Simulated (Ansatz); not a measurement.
The cluster Ag₂H₂⁻. The state is a doublet with charge -1. Geometry PBE0-D4/def2-TZVP, that of the neutral singlet.

```xyz
4

Ag    0.346   -0.895    1.796
Ag   -0.075    0.276   -0.643
H     0.403    0.348   -2.220
H    -0.674    0.270    1.067
```

In the def2 sets Ag takes a core potential; there is no spin–orbit coupling. At PBE-D4/def2-TZVPD, r2SCAN-D4/def2-TZVPD, PBE0-D4/def2-TZVPD the highest occupied level of the charge -1 doublet lies above zero (up to 0.87 eV). By energy differences its removal costs 1.58 eV (vertical, to the charge 0 singlet, at PBE-D4/def2-TZVPD); a positive level beside a positive removal energy at the same level points to self-interaction error. The structure comes from a short search, and lower isomers may exist.

Task: Estimate the α-spin orbital energies around the gap (eV) in Ansatz with PBE-D4/def2-TZVPD, r2SCAN-D4/def2-TZVPD, PBE0-D4/def2-TZVPD.

Result: 
```
orbital  PBE-D4/def2-TZVPD  r2SCAN-D4/def2-TZVPD  PBE0-D4/def2-TZVPD
 HOMO−5              -2.69                 -2.94               -4.49
 HOMO−4              -2.51                 -2.75               -4.29
 HOMO−3              -2.45                 -2.68               -4.19
 HOMO−2              -1.91                 -2.07               -3.13
 HOMO−1              -1.06                 -1.25               -2.09
   HOMO               0.87                  0.64                0.24
   LUMO               2.70                  2.89                3.22
 LUMO+1               2.74                  2.91                3.27
 LUMO+2               3.59                  3.90                4.14
 LUMO+3               4.08                  4.43                4.61
 LUMO+4               4.81                  5.47                5.34
 LUMO+5               5.04                  5.52                5.60
 β HOMO              -1.00                 -1.19               -2.04
 β LUMO               1.70                  1.97                2.53
```
